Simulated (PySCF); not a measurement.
Compound: C₅H₂N₄OS.
Atom-mapped SMILES: `[O:1]=[CH:2][c:3]1[cH:4][n:5][c:6]2[n:7][s:8][n:9][c:10]2[n:11]1` (hydrogens: H12 on C2; H13 on C4)

Method: PBE0-D3(BJ)/def2-SVP geometry optimisation, gas phase (PySCF 2.14.0); density fitting, grid level 2; the optimiser is geomeTRIC in internal coordinates, started from a GFN2-xTB structure.

Step 0: E = -24026.5174 eV
```
atom  x, y, z in Å  |  force x, y, z in eV/Å
O1     -3.3952   -0.5745   -0.4193   -0.054  -0.008  -0.243
C2     -2.5117   -0.4341    0.3818   -0.190  -0.030  -0.029
C3     -1.0918   -0.2081    0.0325    0.492   0.078   0.480
C4     -0.6790   -0.1413   -1.3276    0.435   0.069  -0.266
N5      0.5579    0.0563   -1.6972    0.002   0.000  -0.460
C6      1.4325    0.1948   -0.6919    0.271   0.040   0.695
N7      2.7413    0.4032   -0.8092    0.207   0.036  -1.303
S8      3.3671    0.5016    0.6616   -0.144  -0.022  -0.070
N9      2.0449    0.2904    1.5319   -0.577  -0.091   1.222
C10     1.0172    0.1274    0.6965    0.765   0.122  -0.389
N11    -0.2537   -0.0753    1.0422   -0.666  -0.106   0.196
H12    -2.6808   -0.4610    1.4716   -0.080  -0.014   0.442
H13    -1.4137   -0.2577   -2.1122   -0.462  -0.074  -0.276
```

Step 1: E = -24026.5800 eV
```
atom  x, y, z in Å  |  force x, y, z in eV/Å
O1     -3.3758   -0.4986   -0.4549   -0.022  -0.020   0.004
C2     -2.5147   -0.4258    0.3806    0.055  -0.038   0.028
C3     -1.0690   -0.2437    0.0518   -0.151   0.132  -0.121
C4     -0.6665   -0.1659   -1.3318   -0.096   0.057   0.048
N5      0.5639    0.0360   -1.7059    0.044  -0.068   0.005
C6      1.4449    0.1625   -0.6851   -0.044   0.142  -0.214
N7      2.7393    0.4218   -0.8487   -0.017  -0.052   0.123
S8      3.3491    0.5598    0.6490    0.204  -0.020   0.073
N9      2.0345    0.3051    1.5625    0.053  -0.023  -0.104
C10     1.0400    0.0964    0.7016   -0.211   0.095   0.107
N11    -0.2471   -0.1033    1.0581    0.145  -0.135   0.064
H12    -2.7138   -0.4794    1.4786   -0.016   0.009  -0.020
H13    -1.4498   -0.2430   -2.0953    0.055  -0.078   0.008
```

Question: Estimate the geometry and energy of step 2. (The exact step hangs on the optimiser's Hessian estimate; all steps are aligned on step 1, rigid shifts and turns removed.)

Answer: E = -24026.5890 eV, largest force 0.232 eV/Å
```
atom  x, y, z in Å  |  force x, y, z in eV/Å
O1     -3.3856   -0.5471   -0.4407    0.036  -0.012  -0.029
C2     -2.5180   -0.4359    0.3840   -0.009   0.008   0.014
C3     -1.0807   -0.2109    0.0458    0.035   0.038  -0.032
C4     -0.6696   -0.1438   -1.3351   -0.066  -0.016   0.004
N5      0.5620    0.0567   -1.7096    0.077  -0.008  -0.011
C6      1.4435    0.1956   -0.6907    0.052   0.046   0.053
N7      2.7505    0.4043   -0.8376   -0.023  -0.053  -0.141
S8      3.3713    0.4988    0.6595   -0.224   0.024  -0.057
N9      2.0357    0.2984    1.5564   -0.029  -0.059   0.097
C10     1.0304    0.1336    0.6963    0.055   0.027   0.074
N11    -0.2555   -0.0721    1.0522    0.080  -0.009   0.041
H12    -2.7084   -0.4865    1.4831    0.011   0.006   0.000
H13    -1.4406   -0.2694   -2.1030    0.004   0.009  -0.014
```

The energy changes by -0.0090 eV. The first-order estimate −F·Δx gives -0.0251 eV and the mean of the old and new forces, exact on a quadratic surface, -0.0087 eV. The step makes an angle of 69° with the force vector and moves no atom by more than 0.066 Å.

What follows is the cost of the whole optimisation. Hardware: Arm Neoverse V1, one thread, on a shared host. Cost: 2.3 min of wall time, 0.79 GiB resident at most.
